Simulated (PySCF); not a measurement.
C$_{5}$H$_{7}$Cl (SMILES C/C=C/C=C\Cl), singlet, geometry from GFN2-xTB; DF-R2SCAN/6-311+G(2d,p) in PySCF.

The PySCF input:
```python
from pyscf import gto, scf, dft

mol = gto.Mole()
mol.atom = '''
    C    -3.259187   -0.151554    0.233054
    C    -1.992040   -0.789329   -0.215461
    C    -0.780116   -0.256410   -0.057303
    C     0.432587   -0.894924   -0.501004
    C     1.664681   -0.405432   -0.367079
    Cl    2.015763    1.106020    0.375888
    H    -3.069420    0.807726    0.707750
    H    -3.925518   -0.000049   -0.616483
    H    -3.777004   -0.799824    0.940356
    H    -2.096078   -1.752244   -0.700203
    H    -0.670618    0.704652    0.425965
    H     0.329336   -1.856856   -0.985316
    H     2.545785   -0.919844   -0.715394
'''
mol.basis = '6-311+g(2d,p)'
mol.charge = 0
mol.spin = 0
mol.verbose = 4
mol.max_memory = 1800
mol.build()

mf = dft.RKS(mol)
mf.xc = 'r2scan'
mf = mf.density_fit(auxbasis='def2-universal-jkfit')
mf.kernel()
```

**Question.** What does PySCF print? Leave out banner, timings and long lists.

**Answer.** 
```
PySCF version 2.14.0

[INPUT] verbose = 4
[INPUT] num. atoms = 13
[INPUT] num. electrons = 54
[INPUT] charge = 0
[INPUT] spin (= nelec alpha-beta = 2S) = 0
[INPUT] symmetry False subgroup None
[INPUT] Mole.unit = angstrom
[INPUT] Symbol           X                Y                Z      unit          X                Y                Z       unit  Magmom
[INPUT]  1 C     -3.259187000000  -0.151554000000   0.233054000000 AA   -6.158970818743  -0.286395553082   0.440408232234 Bohr   0.0
[INPUT]  2 C     -1.992040000000  -0.789329000000  -0.215461000000 AA   -3.764410029179  -1.491615632177  -0.407162280525 Bohr   0.0
[INPUT]  3 C     -0.780116000000  -0.256410000000  -0.057303000000 AA   -1.474205585391  -0.484544675600  -0.108286976116 Bohr   0.0
[INPUT]  4 C      0.432587000000  -0.894924000000  -0.501004000000 AA    0.817470955047  -1.691161262300  -0.946760347312 Bohr   0.0
[INPUT]  5 C      1.664681000000  -0.405432000000  -0.367079000000 AA    3.145791174767  -0.766155442135  -0.693678776079 Bohr   0.0
[INPUT]  6 Cl     2.015763000000   1.106020000000   0.375888000000 AA    3.809240002032   2.090074888291   0.710325373511 Bohr   0.0
[INPUT]  7 H     -3.069420000000   0.807726000000   0.707750000000 AA   -5.800363161262   1.526380923690   1.337453664661 Bohr   0.0
[INPUT]  8 H     -3.925518000000  -0.000049000000  -0.616483000000 AA   -7.418153917050  -0.000092596580  -1.164984030450 Bohr   0.0
[INPUT]  9 H     -3.777004000000  -0.799824000000   0.940356000000 AA   -7.137503131387  -1.511448307854   1.777015299592 Bohr   0.0
[INPUT] 10 H     -2.096078000000  -1.752244000000  -0.700203000000 AA   -3.961013355726  -3.311261263412  -1.323191901599 Bohr   0.0
[INPUT] 11 H     -0.670618000000   0.704652000000   0.425965000000 AA   -1.267284354204   1.331599293127   0.804957188650 Bohr   0.0
[INPUT] 12 H      0.329336000000  -1.856856000000  -0.985316000000 AA    0.622354842960  -3.508949292755  -1.861977386152 Bohr   0.0
[INPUT] 13 H      2.545785000000  -0.919844000000  -0.715394000000 AA    4.810836422026  -1.738253237324  -1.351898731157 Bohr   0.0

nuclear repulsion = 252.976467845541
number of shells = 98
number of NR pGTOs = 313
number of NR cGTOs = 212
basis = 6-311+g(2d,p)
ecp = {}

******** <class 'pyscf.df.df_jk.DFRKS'> ********
method = DFRKS
initial guess = minao
damping factor = 0
level_shift factor = 0
DIIS = <class 'pyscf.scf.diis.CDIIS'>
diis_start_cycle = 1
diis_space = 8
diis_damp = 0
SCF conv_tol = 1e-09
SCF conv_tol_grad = None
SCF max_cycles = 50
direct_scf = False
XC library pyscf.dft.libxc version 7.1.2
    S. Lehtola, C. Steigemann, M. J. T. Oliveira, and M. A. L. Marques,  SoftwareX 7, 1–5 (2018)
XC functionals = r2scan
    J. W. Furness, A. D. Kaplan, J. Ning, J. P. Perdew, and J. Sun,  J. Phys. Chem. Lett. 11, 8208–8215 (2020)
    J. W. Furness, A. D. Kaplan, J. Ning, J. P. Perdew, and J. Sun,  J. Phys. Chem. Lett. 11, 9248–9248 (2020)
    J. W. Furness, A. D. Kaplan, J. Ning, J. P. Perdew, and J. Sun,  J. Phys. Chem. Lett. 11, 8208–8215 (2020)
    J. W. Furness, A. D. Kaplan, J. Ning, J. P. Perdew, and J. Sun,  J. Phys. Chem. Lett. 11, 9248–9248 (2020)
radial grids:
    Treutler-Ahlrichs [JCP 102, 346 (1995); DOI:10.1063/1.469408] (M4) radial grids

becke partition: Becke, JCP 88, 2547 (1988); DOI:10.1063/1.454033
pruning grids: <function nwchem_prune>
grids dens level: 3
symmetrized grids: False
atomic radii adjust function: <function treutler_atomic_radii_adjust>
small_rho_cutoff = 0
Set gradient conv threshold to 3.16228e-05
Initial guess from minao.
tot grids = 158128
init E= -655.27817016416
  HOMO = -0.272536814850804  LUMO = -0.1236146565628  gap/eV = 4.05238
cycle= 1 E= -654.768403150052  delta_E= 0.51  |g|= 0.457  |ddm|= 4.57
  HOMO = -0.150190593083323  LUMO = -0.00617246214239586  gap/eV = 3.91893
cycle= 2 E= -654.703338588167  delta_E= 0.0651  |g|= 0.644  |ddm|= 1.36
  HOMO = -0.201403209656069  LUMO = -0.0583599059557435  gap/eV = 3.89241
cycle= 3 E= -654.811601956621  delta_E= -0.108  |g|= 0.208  |ddm|= 1.25
  HOMO = -0.208871822158315  LUMO = -0.0636440633959031  gap/eV = 3.95185
cycle= 4 E= -654.824280456476  delta_E= -0.0127  |g|= 0.0574  |ddm|= 0.355
  HOMO = -0.20700813803002  LUMO = -0.0614154680379646  gap/eV = 3.96178
cycle= 5 E= -654.82493496637  delta_E= -0.000655  |g|= 0.0298  |ddm|= 0.169
  HOMO = -0.207242478794103  LUMO = -0.0618121324506422  gap/eV = 3.95736
cycle= 6 E= -654.825155838126  delta_E= -0.000221  |g|= 0.00853  |ddm|= 0.0778
  HOMO = -0.207218526433923  LUMO = -0.0619030193226547  gap/eV = 3.95424
cycle= 7 E= -654.825175249363  delta_E= -1.94e-05  |g|= 0.00181  |ddm|= 0.0207
  HOMO = -0.207223622444802  LUMO = -0.0618716626772249  gap/eV = 3.95523
cycle= 8 E= -654.825175975945  delta_E= -7.27e-07  |g|= 0.000615  |ddm|= 0.00596
  HOMO = -0.207268848026044  LUMO = -0.0619246520617363  gap/eV = 3.95502
cycle= 9 E= -654.825176073249  delta_E= -9.73e-08  |g|= 0.000169  |ddm|= 0.0018
  HOMO = -0.207263604732902  LUMO = -0.061917120048316  gap/eV = 3.95508
cycle= 10 E= -654.825176080207  delta_E= -6.96e-09  |g|= 4.42e-05  |ddm|= 0.000489
  HOMO = -0.207265389110956  LUMO = -0.061918581174607  gap/eV = 3.95509
cycle= 11 E= -654.825176080562  delta_E= -3.55e-10  |g|= 2.09e-05  |ddm|= 0.000133
  HOMO = -0.207264217414313  LUMO = -0.0619173534551615  gap/eV = 3.95509
Extra cycle  E= -654.825176080416  delta_E= 1.47e-10  |g|= 3.1e-05  |ddm|= 0.000122
converged SCF energy = -654.825176080416
```
